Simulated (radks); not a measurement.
Values are calculated unless marked as measured or tabulated.
Problem. Coherent X-ray form factor from a spherical all-electron density. Code: a radial shooting solver on a logarithmic mesh with Libxc functionals. Model: Dirac Kohn-Sham, PBE, spin-unpolarised, spherical densities, finite nucleus; Fermi nuclear charge, rms radius of each element as measured or else 0.836 A^(1/3) + 0.57 fm.

| sin(theta)/lambda (1/angstrom) | f0 (electrons) |
|---|---|
| 0.05 | 58.343 |
| 0.1 | 56.491 |
| 0.15 | 53.760 |
| 0.2 | 50.546 |
| 0.25 | 47.208 |
| 0.3 | 43.999 |
| 0.4 | 38.406 |
| 0.5 | 33.911 |
| 0.6 | 30.199 |
| 0.8 | 24.349 |
| 1 | 20.258 |
| 1.25 | 17.007 |
| 1.5 | 14.784 |
| 2 | 11.071 |

The species is in the configuration that NIST lists as its ground one. Which atom or ion scatters so?

Solution. The samarium ion Sm3+, [Xe] 4f5. Extrapolating in s^2 from the first two rows gives f0(0) = 59.0, near the electron count 59; among species with that count, the fall with angle is slower the higher Z, and the table is that of Z = 62; from so few rows the species is fixed only to a neighbour or two.
